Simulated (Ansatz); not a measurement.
Relaxation of C₃H₁₁ClSi₂ (17 atoms, charge 0, multiplicity 1), to a largest force component of 0.015 eV/Å in at most 40 steps.

These are results of RKS PBE0/STO-3G (Ansatz), not measurements.

```xyz
17
Properties=species:S:1:pos:R:3
C -2.101 -1.841 -0.875
Si -1.027 -0.892 0.264
C -0.188 0.542 -0.617
C -0.507 0.702 -2.188
Si -2.156 1.258 -2.705
Cl 0.734 1.813 -2.862
H -1.569 -2.210 -1.730
H -2.885 -1.116 -1.294
H -2.647 -2.607 -0.335
H 0.003 -1.815 0.826
H -1.803 -0.345 1.433
H 0.850 0.439 -0.487
H -0.457 1.466 -0.127
H -0.241 -0.342 -2.639
H -2.514 2.539 -2.076
H -3.190 0.259 -2.370
H -2.202 1.401 -4.223
```

Where does it end, and by what steps?

It converged. Limits of this set-up: minimal basis. After 17 steps the energy has fallen by 0.852 eV; H11 moved furthest, 1.26 Å.

```tsv
step	energy less start (eV)	largest force component (eV/Å)	accepted
0	0.0000	4.082	yes
1	-0.6791	0.956	yes
2	-0.7368	0.249	yes
3	-0.7441	0.079	yes
4	-0.7538	0.121	yes
5	-0.7675	0.201	yes
6	-0.7771	0.294	yes
7	-0.7941	0.259	yes
8	-0.8114	0.357	yes
9	-0.8281	0.238	yes
10	-0.8290	0.121	yes
11	-0.7294	0.649	no
12	-0.8462	0.050	yes
13	-0.8489	0.040	yes
14	-0.8502	0.039	yes
15	-0.8512	0.033	yes
16	-0.8516	0.016	yes
17	-0.8517	0.006	yes
```

```xyz
17
Properties=species:S:1:pos:R:3
C -1.741 -2.288 -0.786
Si -1.329 -0.727 0.154
C -0.176 0.389 -0.837
C -0.639 0.681 -2.281
Si -2.222 1.704 -2.462
Cl 0.719 1.589 -3.175
H -0.836 -2.829 -1.077
H -2.309 -2.072 -1.696
H -2.347 -2.961 -0.171
H -0.657 -1.059 1.389
H -2.542 -0.011 0.472
H 0.814 -0.086 -0.880
H -0.043 1.338 -0.299
H -0.726 -0.267 -2.840
H -2.110 2.899 -1.664
H -3.338 0.913 -2.000
H -2.416 2.039 -3.850
```

Time of the run: 82 s on 1 thread of Arm Neoverse V2, on a shared host, peak memory 0.15 GiB.
